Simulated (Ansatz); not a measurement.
Reaction (ligand exchange at the Si–C bond): `CO[SiH](C)F` + `S[SiH2]Cl` → `CO[SiH](F)S[SiH2]Cl` + CH₄

Calculated with Ansatz (gas phase, PBE0-D4/def2-TZVP geometries, no zero-point term in ΔE). CCSD(T)/CBS is the MP2 limit (def2-TZVPP, def2-QZVPP) plus CCSD(T) − MP2 in def2-TZVPP, frozen cores. This one scheme is used for every species. DFT in def2-TZVPP. B3LYP here is the variant with VWN-RPA as its local correlation; programs differ in this. One conformer a species, not always the lowest.

| level | ΔE (kJ/mol) | difference from CCSD(T)/CBS |
| --- | --- | --- |
| r2SCAN-D4 | -68.9 | -2.0 |
| PBE0-D4 | -68.5 | -1.6 |
| ωB97X-V | -64.1 | 2.8 |
| B2PLYP | -61.8 | 5.1 |
| PBE | -61.8 | 5.1 |
| PBE0 | -61.8 | 5.1 |
| B3LYP | -56.6 | 10.3 |
| HF/def2-TZVPP | -56.0 | 10.9 |
| MP2/def2-TZVPP | -69.8 | -2.9 |
| SCS-MP2/def2-TZVPP | -65.3 | 1.6 |
| CCSD/def2-TZVPP | -60.0 | 6.9 |
| CCSD(T)/def2-TZVPP | -63.2 | 3.7 |
| HF/def2-QZVPP | -55.9 | 11.0 |
| SCS-MP2/def2-QZVPP | -67.2 | -0.3 |
| HF/CBS(def2) | -55.9 | 11.0 |
| CCSD/CBS(def2) | -63.6 | 3.3 |
| CCSD(T)/CBS | -66.9 | 0 |

Largest T1 diagnostic among the species: 0.011.

The D4 term adds −11.7 kJ/mol with B3LYP and −6.7 kJ/mol with PBE0; it sums over pairs of atoms, weighted by their polarisabilities, and B3LYP, whose exchange is more repulsive, gets the larger term. In def2-TZVPP, CCSD(T) changes the Hartree–Fock value by −7.2 kJ/mol (the triples alone add −3.2 kJ/mol) and MP2 by −13.8 kJ/mol.
